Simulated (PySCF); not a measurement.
C5H9NSi2.
Structure used (GFN2-xTB), in Å, numbered top down from 1:
```
atom  x, y, z in Å
C1    -0.4188    2.9259   -0.9335
C2    -0.4672    1.8621   -0.3857
C3    -0.5089    0.5510    0.2288
C4    -0.4954   -0.5293   -0.8666
Si5   -0.9913   -2.2688   -0.2784
Si6    0.9461    0.4340    1.4707
C7     2.4939    0.4008    0.4258
N8     3.4319    0.3674   -0.2309
H9    -0.3904    3.8611   -1.4072
H10   -1.4513    0.4800    0.7870
H11    0.4914   -0.5543   -1.3362
H12   -1.1925   -0.2228   -1.6533
H13    0.0413   -2.8310    0.5947
H14   -1.1803   -3.1253   -1.4478
H15   -2.2494   -2.1650    0.4693
H16    1.0132    1.6334    2.3068
H17    0.9207   -0.8072    2.2464
```

PySCF, density fitting, gas phase, GFN2-xTB geometry. The standard run uses grid level 2 after a coarse-grid start, the def2-universal JK fitting basis (with tight functions added where the orbital basis needs them), an energy threshold of 1e-9 Eh and DIIS. Cycle counts include a coarse-grid stage where the run had one.

Problem. Standard PBE0/pcSseg-1: E = -828.993232 Eh, HOMO -7.891 eV, LUMO -0.652 eV, dipole 3.505 D, 15 cycles (coarse-grid cycles included). What changes at PBE0/pcSseg-1 with: grid level 4?

Solution. E = -828.993228 Eh (+0.004 mEh), HOMO -7.891 eV (0.000), LUMO -0.652 eV (0.000), dipole 3.505 D (0.000), 15 SCF cycles. The result matches the standard run within 0.02 mEh and 0.003 eV.

The cycles:
```
cycle   1  E = -828.8785201010  dE =  7.158e-01  |g| = 5.044e-01  |ddm| = 3.903e+00
cycle   2  E = -828.7797014963  dE =  9.882e-02  |g| = 8.290e-01  |ddm| = 1.197e+00
cycle   3  E = -828.9342917533  dE = -1.546e-01  |g| = 2.270e-01  |ddm| = 6.639e-01
cycle   4  E = -828.9453700932  dE = -1.108e-02  |g| = 4.110e-02  |ddm| = 1.767e-01
cycle   5  E = -828.9457271299  dE = -3.570e-04  |g| = 1.588e-02  |ddm| = 5.185e-02
cycle   6  E = -828.9457786374  dE = -5.151e-05  |g| = 7.151e-03  |ddm| = 1.753e-02
cycle   7  E = -828.9457909112  dE = -1.227e-05  |g| = 1.934e-03  |ddm| = 6.147e-03
cycle   8  E = -828.9457917958  dE = -8.846e-07  |g| = 2.674e-04  |ddm| = 1.740e-03
cycle   9  E = -828.9932178531  dE = -2.916e-05  |g| = 6.086e-03  |ddm| = 4.062e-02
cycle  10  E = -828.9932115812  dE =  6.272e-06  |g| = 7.822e-03  |ddm| = 1.377e-02
cycle  11  E = -828.9932268832  dE = -1.530e-05  |g| = 1.923e-03  |ddm| = 7.983e-03
cycle  12  E = -828.9932277504  dE = -8.672e-07  |g| = 3.933e-04  |ddm| = 1.481e-03
cycle  13  E = -828.9932277843  dE = -3.382e-08  |g| = 1.013e-04  |ddm| = 3.677e-04
cycle  14  E = -828.9932277866  dE = -2.293e-09  |g| = 3.362e-05  |ddm| = 1.143e-04
cycle  15  E = -828.9932277867  dE = -1.435e-10  |g| = 2.489e-05  |ddm| = 4.090e-05
```
